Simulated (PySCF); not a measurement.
CH5F2NSi, SMILES C(F)([SiH2]N)F.

Geometry optimised at ωB97X-D3(BJ)/def2-SVP. The structure was generated by enumeration, and PubChem lists no compound with its InChIKey, so it may never have been made. The values are those of a single conformer.

Two levels are set side by side: PBE/def2-TZVP (PySCF) and M06-2X/def2-TZVP (PySCF). Same geometry, gas phase. Differences are taken from unrounded values.

```
quantity                       PBE
---------------------------  -----
orbital gap (eV)              5.51
highest occupied level (eV)  -6.21
lowest empty level (eV)      -0.70
dipole moment (D)             2.60
mean polarisability (bohr³)   48.8
```

**Question.** These are the PBE values. What does M06-2X give? (An estimate is asked for; the answer gives what the named calculation found.)

**Answer.** 
| quantity | M06-2X | PBE minus M06-2X |
|---|---|---|
| orbital gap (eV) | 9.93 | -4.42 |
| highest occupied level (eV) | -9.10 | 2.89 |
| lowest empty level (eV) | 0.83 | -1.53 |
| dipole moment (D) | 2.83 | -0.24 |
| mean polarisability (bohr³) | 45.8 | 3.0 |

Without exact exchange PBE keeps part of each electron's self-repulsion, which lifts occupied levels and narrows the gap. Loosely held outer electrons make PBE densities more polarisable. Differences between two approximate levels are no errors against the true value.

Rough cost on one machine, each run with all the roots and properties that it gave: M06-2X against PBE about 4 times.
